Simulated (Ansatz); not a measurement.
Cr₅O₁₅. The state is a singlet with charge 0. Geometry r2SCAN-D4/def2-SVP.

```
atom   x (Å)   y (Å)   z (Å)
 Cr1   0.842  -1.897   1.128
 Cr2  -1.584   1.640  -0.896
 Cr3   0.717   2.391  -0.788
 Cr4  -3.271  -0.223  -1.335
 Cr5   2.550  -0.052   0.408
  O6   1.536  -0.550   1.860
  O7  -3.582  -0.745   0.100
  O8  -2.502  -1.205  -2.268
  O9  -0.554  -1.401   0.165
 O10   1.936  -3.265   1.267
 O11   1.943  -1.357  -0.425
 O12  -0.685   2.543   0.524
 O13  -3.110   1.547  -1.599
 O14  -1.104   1.183   0.757
 O15   1.989   1.541  -0.007
 O16   0.942  -3.352   2.216
 O17   1.060   3.767  -1.385
 O18  -0.952  -1.796   1.425
 O19   4.059  -0.063   0.718
 O20  -0.228   1.294  -1.864
```

Single mean-field runs in def2-TZVP are fitted with def2-universal-jkfit. The structure holds 3 bonds between oxygen atoms, so isomers without such links may lie far lower. The restricted singlet is unstable towards broken spin symmetry in Hartree–Fock (as tested in another run); at HF/STO-3G this wasn't settled. At PBE-D4/def2-SVP the restricted singlet is unstable: a solution with broken spin symmetry lies lower. The restricted singlet is unstable towards broken spin symmetry at other levels; at r2SCAN-D4/def2-TZVP, PBE0-D4/def2-SVP, PBE0-D4/def2-TZVP this wasn't settled. The structure comes from a short search, and lower isomers may exist.

Estimate the orbital energies around the gap (eV) in Ansatz with HF/STO-3G, PBE-D4/def2-SVP, r2SCAN-D4/def2-TZVP, PBE0-D4/def2-SVP, PBE0-D4/def2-TZVP.


```csv
orbital,HF/STO-3G,PBE-D4/def2-SVP,r2SCAN-D4/def2-TZVP,PBE0-D4/def2-SVP,PBE0-D4/def2-TZVP
HOMO−5,-7.85,-8.03,-8.50,-9.65,-9.57
HOMO−4,-7.22,-7.23,-7.50,-9.10,-8.96
HOMO−3,-6.53,-7.01,-7.39,-8.88,-8.74
HOMO−2,-6.22,-6.48,-6.75,-8.21,-8.03
HOMO−1,-5.04,-6.41,-6.68,-8.04,-7.91
HOMO,-4.39,-5.90,-6.05,-7.13,-6.92
LUMO,0.17,-5.86,-5.97,-5.60,-5.45
LUMO+1,0.69,-5.60,-5.69,-5.36,-5.15
LUMO+2,0.99,-5.45,-5.51,-4.96,-4.73
LUMO+3,1.62,-5.19,-5.24,-4.89,-4.69
LUMO+4,1.89,-5.09,-5.09,-4.62,-4.37
LUMO+5,2.21,-4.94,-5.00,-4.43,-4.15
```
